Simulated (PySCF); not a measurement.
CH₅FO₂Si₂, SMILES F[Si@H]1OCO[SiH2]1. Atoms are numbered in the order given.

```xyz
11

F      2.0641    -0.8816    -0.4172
Si     0.9997    -0.1304     0.5562
O      0.5098     1.3232    -0.0984
C     -0.6942     1.4273    -0.8103
O     -1.6162     0.4252    -0.4883
Si    -1.1664    -0.9607     0.3591
H      1.7149     0.1416     1.8244
H     -0.4792     1.3869    -1.8941
H     -1.1433     2.4044    -0.5673
H     -1.3474    -2.1845    -0.4736
H     -1.9722    -1.0900     1.6071
```

Geometry optimised at PBE0-D3(BJ)/def2-SVP. The structure was generated by enumeration; whether it is a known compound was not checked. The values are those of a single conformer.

These are PySCF with PBE0-D3(BJ)/def2-SVP values and carry that method's errors.

Frequencies are harmonic and unscaled.

Computed normal modes with their intensities:
| mode | ν (cm⁻¹) | IR (km/mol) | Raman (Å⁴/amu) | depolarisation | moving atoms (share of kinetic energy) |
|---|---|---|---|---|---|
| 1 | 64 | 4.4 | 0.4 | 0.73 | O 61 %, H 19 %, Si 8 % |
| 2 | 108 | 5.5 | 0.5 | 0.71 | H 28 %, C 25 %, O 23 %, F 22 % |
| 3 | 167 | 4.6 | 1.0 | 0.69 | F 49 %, Si 30 %, H 15 % |
| 4 | 285 | 20.2 | 0.7 | 0.63 | O 42 %, F 31 %, Si 19 % |
| 5 | 367 | 32.1 | 2.5 | 0.71 | Si 48 %, O 37 %, H 10 % |
| 6 | 441 | 5.7 | 22.0 | 0.32 | Si 64 %, H 29 % |
| 7 | 511 | 15.6 | 10.7 | 0.59 | H 62 %, Si 34 % |
| 8 | 613 | 1.6 | 1.8 | 0.12 | O 68 %, H 18 %, C 11 % |
| 9 | 686 | 19.8 | 13.9 | 0.75 | H 90 % |
| 10 | 718 | 92.9 | 2.6 | 0.75 | H 80 %, Si 9 %, C 9 % |
| 11 | 751 | 19.0 | 16.0 | 0.26 | Si 31 %, O 30 %, C 22 %, H 17 % |
| 12 | 756 | 53.4 | 6.9 | 0.45 | O 39 %, Si 31 %, H 13 %, C 8 % |
| 13 | 848 | 16.8 | 9.6 | 0.75 | H 80 %, F 16 % |
| 14 | 864 | 132.0 | 10.0 | 0.44 | H 59 %, Si 20 %, O 19 % |
| 15 | 920 | 170.0 | 1.5 | 0.72 | Si 46 %, F 35 %, H 16 % |
| 16 | 964 | 131.7 | 14.6 | 0.75 | H 91 % |
| 17 | 1109 | 295.2 | 0.4 | 0.75 | C 48 %, O 43 %, H 9 % |
| 18 | 1144 | 26.3 | 0.6 | 0.74 | H 58 %, C 31 %, O 10 % |
| 19 | 1194 | 308.3 | 3.1 | 0.43 | O 52 %, C 37 %, H 8 % |
| 20 | 1269 | 1.0 | 7.0 | 0.75 | H 97 % |
| 21 | 1440 | 7.8 | 8.5 | 0.75 | H 85 %, C 8 % |
| 22 | 1526 | 4.6 | 17.8 | 0.60 | H 92 % |
| 23 | 2242 | 96.7 | 208.3 | 0.11 | H 98 % |
| 24 | 2245 | 108.6 | 119.1 | 0.70 | H 96 % |
| 25 | 2298 | 117.8 | 192.0 | 0.21 | H 97 % |
| 26 | 3041 | 99.9 | 177.0 | 0.12 | H 95 % |
| 27 | 3111 | 39.4 | 140.1 | 0.59 | H 90 %, C 10 % |
